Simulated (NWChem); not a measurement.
## Basis-set convergence for CH2ClF

SMILES: C(Cl)F
```xyz
5

F      1.3471    -0.7672     0.0000
C      0.6881     0.4048     0.0000
Cl    -1.0665     0.1488     0.0000
H      0.9389     0.9727     0.9078
H      0.9389     0.9727    -0.9078
```
Charge 0, spin multiplicity 1.

Program: NWChem. Structure: optimised with PBE0/def2-SVP, a minimum by its harmonic frequencies.

Quantity: LUMO energy at the level B3LYP.

B3LYP has NWChem's definition, with VWN1-RPA local correlation. The Pople sets run with spherical d functions. The structure started from a generated list of species.

Task: In def2-QZVP the value is -0.06 eV. Among STO-3G, 6-31G*, pcseg-1, def2-SVP, def2-SVPD, def2-TZVP, cc-pVTZ, pcseg-2, def2-TZVPD, which is the smallest basis within 0.1 eV of it?

Result: def2-SVPD, with 86 functions against 244 and about 2 % of the time (also within reach: pcseg-2). def2-QZVP isn't the basis-set limit itself, and a small set can land close by cancellation.

```csv
basis,functions,LUMO energy (eV)
STO-3G,21,4.17
6-31G*,50,0.70
pcseg-1,56,0.29
def2-SVP,56,1.02
def2-SVPD,86,-0.06
def2-TZVP,111,0.34
cc-pVTZ,122,0.29
pcseg-2,122,-0.02
def2-TZVPD,141,-0.25
def2-QZVP,244,-0.06
```
